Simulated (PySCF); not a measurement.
CuH under electron impact: the energy ladder

r²SCAN in PySCF with def2-TZVPPD on every atom, for the lowest determinant that a PBE0 search found; no spin–orbit coupling.

```tsv
species	state (unpaired electrons)	Re (Å)	ωe (cm⁻¹)	energy of the minimum from the neutral (eV)	De (eV)	dissociates to
CuH	singlet (closed shell)	1.459	1974	0.00	2.82	Cu (3d10 4s1) + H
CuH⁺	doublet (σ ↑)	1.480	1795	9.38	1.48	Cu⁺ (3d10) + H
```

Problem. Work out the lowest energy to break CuH into atoms, from its vibrational ground state.

Solution. D0 = De − ωe/2 = 2.82 − 0.12 = 2.70 eV (r²SCAN/def2-TZVPPD).

Problem. Work out the ionisation energy of the Cu atom at this level and the threshold of dissociative ionisation.

Solution. IE(Cu) = 9.38 + 1.48 − 2.82 = 8.04 eV, so Cu⁺ (3d10) + H + e⁻ appears at D0 + IE(Cu) = 10.74 eV (r²SCAN/def2-TZVPPD). The measured IE(Cu) is 7.726 eV (NIST ASD).

These are thermodynamic thresholds; the onsets seen under electron impact lie higher where the geometry changes, and cross-sections peak well above them.

For an ion De counts to the pair picked by the measured ionisation energies or electron affinities, which need not be the lowest pair at this level.
